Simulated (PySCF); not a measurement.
PySCF job for Te(SH)(GeH3) (GeH4STe), SMILES S[Te][GeH3], C-PCM-PBE0/def2-SVP. Geometry optimised at B3LYP-D3(BJ)/def2-SVP. This is a generated structure with no PubChem entry under its InChIKey; it may be hypothetical. The def2 effective core potentials stand for the cores of Te; spin–orbit coupling is left out. One conformer was computed; it need not be the lowest.

```python
import numpy as np
from pyscf import gto, scf, dft
from pyscf.solvent import pcm

mol = gto.M(
    atom='''
    Te    0.01816287    0.37880479    0.87528358
    S     1.59177034    1.51075018   -0.63799818
    H     0.70993068    2.41980208   -1.11991708
    Ge   -0.76149494   -1.29504379   -0.94761691
    H     0.44809587   -2.10413535   -1.44928018
    H    -1.80591452   -2.23018620   -0.30018267
    H    -1.39706840   -0.51393079   -2.11365447
    ''',
    basis='def2-SVP',
    ecp={'Te': 'def2-svp'},
    charge=0,
    spin=0,
    max_memory=1600,
    verbose=3,
)
mf = dft.RKS(mol, xc='pbe0').density_fit(auxbasis='def2-universal-jkfit')
mf.grids.level = 3
mf.conv_tol = 1e-9
mf.max_cycle = 100
mf.kernel()
res = {}
for name, eps in {'water': 78.355, 'ethanol': 24.852, 'ethylethanoate': 5.9867}.items():
    s = mf.PCM()
    s.with_solvent.method, s.with_solvent.eps, s.with_solvent.lebedev_order = 'C-PCM', eps, 29
    s.kernel(mf.make_rdm1())
    res[name] = (s.e_tot, eps, s.dip_moment(), s.mo_energy, s.converged)
    print(f'{name}: electrostatic solvation free energy {(s.e_tot - mf.e_tot) * 627.509474:.3f} kcal/mol')
```

Output:

```
converged SCF energy = -2744.85910043894

WARN: PCM is an experimental feature. It is still in testing.
Features and APIs may be changed in the future.

converged SCF energy = -2744.86346613236
Dipole moment(X, Y, Z, Debye): -2.01785, -0.40298, -0.59601
water: electrostatic solvation free energy -2.740 kcal/mol

WARN: PCM is an experimental feature. It is still in testing.
Features and APIs may be changed in the future.

converged SCF energy = -2744.86332482156
Dipole moment(X, Y, Z, Debye): -1.99400, -0.39751, -0.58993
ethanol: electrostatic solvation free energy -2.651 kcal/mol

WARN: PCM is an experimental feature. It is still in testing.
Features and APIs may be changed in the future.

converged SCF energy = -2744.86269096296
Dipole moment(X, Y, Z, Debye): -1.89062, -0.37382, -0.56346
ethylethanoate: electrostatic solvation free energy -2.253 kcal/mol
```

Self-consistency was reached.
